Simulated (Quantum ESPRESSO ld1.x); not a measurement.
Values are calculated unless marked as measured or tabulated.
Mo+, 41 electrons, occupied as [Kr] 4d3 5p2 (not the ground configuration). Level of theory: scalar-relativistic Kohn-Sham, LDA (Slater exchange, Perdew-Zunger correlation), spin-polarised, spherical densities, point nucleus; open shells are filled with parallel spins first (ld1.x of Quantum ESPRESSO 7.5).

Normalised radial functions P(r) = r R(r), r in bohr:

| r | 5p up | 5p down |
|---|---|---|
| 0.003327 | 0.0014 | 0.0013 |
| 0.003873 | 0.0019 | 0.0017 |
| 0.004473 | 0.0024 | 0.0022 |
| 0.005166 | 0.0031 | 0.0029 |
| 0.006014 | 0.0041 | 0.0038 |
| 0.006945 | 0.0053 | 0.0049 |
| 0.008086 | 0.0069 | 0.0064 |
| 0.009338 | 0.0089 | 0.0082 |
| 0.01078 | 0.0114 | 0.0104 |
| 0.01255 | 0.0147 | 0.0135 |
| 0.0145 | 0.0186 | 0.0171 |
| 0.01674 | 0.0234 | 0.0215 |
| 0.01949 | 0.0297 | 0.0273 |
| 0.02251 | 0.0368 | 0.0338 |
| 0.026 | 0.0452 | 0.0415 |
| 0.03027 | 0.0554 | 0.0509 |
| 0.03496 | 0.0663 | 0.0609 |
| 0.04037 | 0.0779 | 0.0716 |
| 0.047 | 0.0905 | 0.0832 |
| 0.05428 | 0.1016 | 0.0934 |
| 0.06268 | 0.1107 | 0.1018 |
| 0.07297 | 0.1163 | 0.1069 |
| 0.08428 | 0.1155 | 0.1062 |
| 0.09733 | 0.1069 | 0.0982 |
| 0.1133 | 0.0871 | 0.0801 |
| 0.1309 | 0.0572 | 0.0526 |
| 0.1523 | 0.0143 | 0.0131 |
| 0.1759 | -0.0345 | -0.0318 |
| 0.2032 | -0.0862 | -0.0793 |
| 0.2365 | -0.1359 | -0.1250 |
| 0.2732 | -0.1690 | -0.1553 |
| 0.3155 | -0.1794 | -0.1648 |
| 0.3673 | -0.1584 | -0.1454 |
| 0.4241 | -0.1059 | -0.0970 |
| 0.4898 | -0.0256 | -0.0230 |
| 0.5703 | 0.0776 | 0.0720 |
| 0.6586 | 0.1756 | 0.1620 |
| 0.7606 | 0.2542 | 0.2338 |
| 0.8854 | 0.2952 | 0.2707 |
| 1.023 | 0.2803 | 0.2561 |
| 1.181 | 0.2086 | 0.1893 |
| 1.375 | 0.0783 | 0.0692 |
| 1.588 | -0.0800 | -0.0762 |
| 1.834 | -0.2495 | -0.2316 |
| 2.135 | -0.4136 | -0.3822 |
| 2.465 | -0.5321 | -0.4923 |
| 2.87 | -0.6003 | -0.5600 |
| 3.315 | -0.6034 | -0.5733 |
| 3.828 | -0.5500 | -0.5401 |
| 4.456 | -0.4481 | -0.4650 |
| 5.147 | -0.3314 | -0.3702 |
| 5.944 | -0.2186 | -0.2688 |
| 6.919 | -0.1229 | -0.1711 |
| 7.991 | -0.0618 | -0.0987 |
| 9.229 | -0.0267 | -0.0497 |
| 10.74 | -0.0091 | -0.0205 |
| 12.41 | -0.0027 | -0.0074 |

5p up: eigenvalue -9.385 eV, 3 radial nodes at r = 0.159, 0.510, 1.48 bohr, <r> = 3.53 bohr, 90 % of the charge inside 5.14 bohr. 5p down (empty): eigenvalue -7.180 eV, 3 radial nodes at r = 0.159, 0.509, 1.48 bohr, <r> = 3.79 bohr, 90 % of the charge inside 5.64 bohr.
